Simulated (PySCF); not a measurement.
**Simulated absorption spectrum**

Species: (Cl3Si)2Se.
Z-matrix (Å and degrees, PBE0-D3(BJ)/def2-SVP geometry), rows numbered from 1:
```
Si
Cl  1  2.0428
Cl  1  2.0401  2  108.73
Cl  1  2.0413  2  109.54  3   118.65
Se  1  2.2663  2  112.71  3  -124.56
Si  5  2.2667  1   99.22  2    41.81
Cl  6  2.0430  5  112.45  1    43.47
Cl  6  2.0410  5  104.80  1   162.31
Cl  6  2.0411  5  112.71  1   -79.59
```

Computed, not measured: PySCF, TDDFT wB97X-D/def2-SVPD, vertical, gas phase, core orbitals frozen in the response. Relativistic effects, spin–orbit coupling among them, are left out although an element past zinc is present.

Broadening: Gaussians 0.5 eV wide at half height, area fixed by f = 4.319×10⁻⁹ ∫ε dν̃. The cross-section is σ = 3.8235×10⁻²¹ ε cm², given in Mb (10⁻¹⁸ cm²). The width is an assumption, not a result. The curve ends short of the highest state used, and states not computed would add to its high-energy end.

(E (eV), σ (Mb)): (4.48, 0.00), (4.52, 0.00), (4.57, 0.00), (4.61, 0.00), (4.65, 0.00), (4.70, 0.00), (4.74, 0.00), (4.79, 0.00), (4.83, 0.00), (4.87, 0.00), (4.92, 0.00), (4.96, 0.00), (5.00, 0.01), (5.05, 0.01), (5.09, 0.02), (5.14, 0.04), (5.18, 0.06), (5.22, 0.09), (5.27, 0.15), (5.31, 0.22), (5.35, 0.30), (5.40, 0.44), (5.44, 0.57), (5.49, 0.75), (5.53, 0.90), (5.57, 1.04), (5.62, 1.18), (5.66, 1.27), (5.71, 1.32), (5.75, 1.32), (5.79, 1.29), (5.84, 1.23), (5.88, 1.17), (5.92, 1.13), (5.97, 1.11), (6.01, 1.15), (6.06, 1.26), (6.10, 1.39), (6.14, 1.55), (6.19, 1.76), (6.23, 1.91), (6.28, 2.06), (6.32, 2.13), (6.36, 2.15), (6.41, 2.12), (6.45, 2.06), (6.49, 2.01), (6.54, 1.99), (6.58, 2.05), (6.63, 2.31), (6.67, 2.71), (6.71, 3.34), (6.76, 4.54), (6.80, 5.86), (6.84, 7.53), (6.89, 10.07)

Problem. Where are the band maxima, and which computed states make them?

Solution. 216 nm (5.73 eV), ε about 350, made up of S2 (97%); 195 nm (6.36 eV), ε about 560, made up of S3 (91%) (ε in L mol⁻¹ cm⁻¹; maxima over ε = 5, shares over 10%). At its high-energy end, 6.89 eV, the curve is still rising (ε about 2600, from S5). The states used: S1 5.23 eV (f 0.0000); S2 5.71 eV (f 0.0063); S3 6.32 eV (f 0.0096); S4 6.73 eV (f 0.0036); S5 7.15 eV (f 0.087); S6 7.23 eV (f 0.0007); S7 7.26 eV (f 0.0013); S8 7.28 eV (f 0.021); S9 7.40 eV (f 0.0019); S10 7.49 eV (f 0.023).

Problem. Coming from long wavelengths, where does ε first pass 100 L mol⁻¹ cm⁻¹?

Solution. At about 230 nm (5.38 eV), 0.15 eV above S1.

Problem. On this curve, what absorbance would a 10⁻⁴ mol/L sample give at 222 nm over a 1 cm path?

Solution. 222 nm is 5.585 eV, where ε is about 280 L mol⁻¹ cm⁻¹, so A = ε c l ≈ 0.028 (Beer–Lambert, with the gas-phase spectrum and the assumed width).

Problem. What would ε be at 6.36 eV, the highest of these maxima, with half the width (0.25 eV)?

Solution. About 980 L mol⁻¹ cm⁻¹ against 562, a factor of about 1.7; a lone state at its own centre would give exactly 2.

The run took 2.5 min wall (with the writing of density and orbital grids) on one thread, Intel Xeon at 2.70 GHz (x86_64) (shared host), and the process peaked at 1.4 GiB of memory.
